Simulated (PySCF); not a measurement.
Isomers of C6H9BN2, from PBE0-D3(BJ)/def2-SVP geometry optimisation, gas phase (PySCF 2.14.0). One conformer each, no zero-point energy, no frequencies.

Question: Which isomer lies lower at this level?
A. `CB(C)c1cnccn1`: A = 3384, B = 1175, C = 884.9 MHz, dipole 0.23 D
B. `[CH3:1][C:2]#[N+:3][BH2-:4][n:5]1[cH:6][cH:7][cH:8][cH:9]1` with N3–B4–N5–C6 85°: A = 3443, B = 855.7, C = 813.5 MHz, dipole 8.55 D

Answer: A. That is `CB(C)c1cnccn1`, 2.9 kcal/mol below the other.

```tsv
SMILES	mapped SMILES	E (Eh)	relative (kcal/mol)	relative (kJ/mol)	dipole (D)
CB(C)c1cnccn1	[CH3:1][B:2]([CH3:3])[c:4]1[cH:5][n:6][cH:7][cH:8][n:9]1	-367.71782	0.0	0.0	0.23
CC#[N+][BH2-]n1cccc1	[CH3:1][C:2]#[N+:3][BH2-:4][n:5]1[cH:6][cH:7][cH:8][cH:9]1	-367.71320	2.9	12.1	8.55
```

As drawn, the higher has a B–N bond, which the lower lacks.
